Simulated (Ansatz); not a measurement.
The cluster AlSi₅. Total charge 0; doublet. Geometry r2SCAN-D4/def2-SVP; atoms count from 1.

```xyz
6

Al    0.491   -0.040   -0.758
Si    0.407    1.799    1.018
Si    2.419    1.025    0.324
Si   -0.637   -1.930   -1.916
Si   -1.764   -0.885   -0.303
Si   -0.916    0.031    1.634
```

Another isomer (doublet) lies 2.26 eV lower at PBE0-D4/def2-TZVP; other spin states weren't run for this one.

Question: Estimate the Mulliken populations from the PBE0/def2-TZVP orbitals of Ansatz.

Answer: 
```
atom  charge (e)  spin (α − β)
 Al1        0.25          0.18
 Si2       -0.06          0.15
 Si3       -0.05          0.30
 Si4       -0.06          0.10
 Si5       -0.08          0.27
 Si6        0.00         -0.01
```
Mulliken values and Mayer orders depend strongly on the basis.

Question: Where does the spin sit?

Answer: Summed by element: Al 0.18, Si 0.82, of 1 unpaired in all. Largest on single atoms: Si3 0.30, Si5 0.27, Al1 0.18.

Question: And the Mayer bond orders between bonded heavy atoms (over 0.3)?

Answer: Al1–Si2 0.56 (2.56 Å); Al1–Si3 0.91 (2.45 Å); Al1–Si4 0.89 (2.49 Å); Al1–Si5 0.70 (2.45 Å); Al1–Si6 0.41 (2.78 Å); Si2–Si3 1.35 (2.26 Å); Si2–Si6 1.12 (2.29 Å); Si4–Si5 1.49 (2.23 Å); Si5–Si6 1.04 (2.30 Å).
